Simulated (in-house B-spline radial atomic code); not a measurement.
## RPA and G0W0 on r2SCAN0: Ge³⁺

Configuration [Ar] 3d10 4s1, highest spin, mean-field start r2SCAN0. Computed with an all-electron radial atomic-structure program (B-spline basis): all electrons, scalar-relativistic (spin-free one-electron X2C), finite nucleus, each spin shell either full or empty, empty states to l = 9 with an (l + 1/2)⁻⁴ tail; G0W0 by contour deformation at full frequency.

RPA overbinds a lone outer s electron by self-correlation, and G0W0 tends to as well.

Command:
```bash
python run_gw.py task.json out
```
Settings (radii: box in bohr, nucleus in fm):
```
Z                        32
electrons                29
configuration            [Ar] 3d10 4s1
hamiltonian              x2c
method                   r2scan0
lmax                     9
rms_radius               4.0742
spin_polarised           True
box_radius               14.14
intervals                69
ion_configuration        [Ar] 3d10
```

Time taken, with all properties: 7 s on 1 thread of Arm Neoverse N1 (shared host).

Energies (hartree):

```csv
term,value
mean-field total,-2096.61132
Hartree-Fock functional on these orbitals,-2095.09281
direct second order,-2.4852
second-order exchange,0.72697
SOSEX correction,0.66559
```

Problem. What is the RPA correlation energy, and what remains with SOSEX?

Solution. RPA gives -2.1377 hartree (-2.01 eV per electron); RPA + SOSEX gives -1.4721, and the second-order doubles -1.7582 hartree (no singles). SOSEX takes back 31 % of the RPA value.

Quasi-particle levels (eV):

```
  level  occupied  mean field  Σx - vxc     Σc  QP weight    G0W0
  4s up       yes      -42.52     -2.37      ?          ?       ?
3d down       yes      -67.33    -10.32   2.81      0.929  -74.84
  3d up       yes      -67.58    -10.22   2.72      0.902  -75.08
4s down        no      -36.97      5.21  -2.28      0.957  -34.05
```

G0W0 = mean field + (Σx - vxc) + Σc, with Σc (partial-wave tail included) taken at the quasi-particle energy. Only the outer levels were computed. Levels of low weight are left out.

Problem. Where does G0W0 put 4s up?

Solution. At -46.48 eV, with Σc = -1.58 eV and a quasi-particle weight of 0.971. The tabulated removal energy is 45.715 ± 0.0012 eV (NIST, measured); the calculation leaves out spin-orbit coupling, Breit and QED terms, and what these don't explain is the method's own error.

Problem. What does it cost to remove one electron (to [Ar] 3d10) by differences of total energies, each species on its own start (correlation terms add to the Hartree-Fock functional)?

Solution. r2SCAN0 46.08 eV, Hartree-Fock functional 44.55 eV, + RPA 46.24 eV, + RPA + SOSEX 45.57 eV, + second order 46.11 eV. Tabulated: 45.715 ± 0.0012 eV (NIST, measured); the calculation leaves out spin-orbit coupling, Breit and QED terms, and what these don't explain is the method's own error.
